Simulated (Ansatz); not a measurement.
Stretching the Ga1–H2 bond in GaH (multiplicity 1 held). Energies count from the point at 1.689 Å.


R- and RO- levels are restricted; in cc, def2 and unpolarised 6-31G sets they are followed outwards from rest. Active spaces are followed from rest. Full CI gives the lowest state of the spin. Curves can end on different states.

Cores are frozen in the correlated methods. Filled d and f shells under p-block atoms count as core.

Codes used: Ansatz (Gaussian basis) for Hartree–Fock, density functionals and correlated methods. Each number belongs to the level named beside it.

Q: Predict the energy at R = 6.756 Å from FIC-NEVPT4(SD) on CASSCF(4,5)/cc-pVTZ.

A: 66.6 kcal/mol

Q: Estimate the energy at R = 6.756 Å that R-PBE/cc-pVTZ returns for this input.

A: 85.5 kcal/mol

Q: What is the computed energy at R = 6.756 Å (FCI/cc-pVTZ)?

A: 67.7 kcal/mol

Doubts at one or more of the structures used: a restricted determinant that unrestricted orbitals would lower (R-PBE/cc-pVTZ).

Ansatz is an electronic-structure program.
